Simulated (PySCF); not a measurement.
**How the method changes the constants of BiB⁻**

State: ²Σ⁺ (doublet), unpaired electrons σ ↑. Set-up: PySCF, scalar-relativistic core potentials, basis sets Bi def2-SVPD with ECP60, B def2-SVPD. De refers to Bi⁻ + B in their high-spin ground configurations, without counterpoise correction. The functionals are run spin-unrestricted. A positive dipole points towards B; it is taken about the centre of mass and depends on that origin. Levels whose curve was spin-contaminated or gave no clean fit are not listed.

```json
{"Level": "PBE", "Re (Å)": "2.100", "ωe (cm⁻¹)": "660", "De (eV)": "n/a", "μ (D)": "-4.26", "CPU s a point (SCF and correlation, without the integrals)": "0.42"}
{"Level": "BLYP", "Re (Å)": "2.117", "ωe (cm⁻¹)": "633", "De (eV)": "n/a", "μ (D)": "-4.28", "CPU s a point (SCF and correlation, without the integrals)": "0.52"}
{"Level": "r²SCAN", "Re (Å)": "2.087", "ωe (cm⁻¹)": "682", "De (eV)": "n/a", "μ (D)": "-3.98", "CPU s a point (SCF and correlation, without the integrals)": "0.79"}
{"Level": "TPSSh", "Re (Å)": "2.091", "ωe (cm⁻¹)": "675", "De (eV)": "n/a", "μ (D)": "-4.09", "CPU s a point (SCF and correlation, without the integrals)": "0.68"}
{"Level": "r²SCANh", "Re (Å)": "2.081", "ωe (cm⁻¹)": "688", "De (eV)": "n/a", "μ (D)": "-3.92", "CPU s a point (SCF and correlation, without the integrals)": "0.61"}
{"Level": "PBE0", "Re (Å)": "2.079", "ωe (cm⁻¹)": "691", "De (eV)": "n/a", "μ (D)": "-4.06", "CPU s a point (SCF and correlation, without the integrals)": "0.7"}
```

(1) What does the step from GGA to meta-GGA do here, going from PBE to r²SCAN?

Spin–orbit coupling is left out, which matters for elements this heavy, above all for dissociation energies. The highest Kohn–Sham level is positive in this anion. Much of that is self-interaction error, but it also means that the finite basis helps to hold the extra electron. The state is the lowest determinant that a PBE0 search found; another state may lie lower at other levels.

The whole job (state search and all levels along the bond) took about 1.9 min on 1 thread of Intel Xeon 6975P-C (shared host), peak memory 0.64 GiB.

Answers

(1) r²SCAN less PBE: -1.3 pm in Re, +3.3 % in ωe.
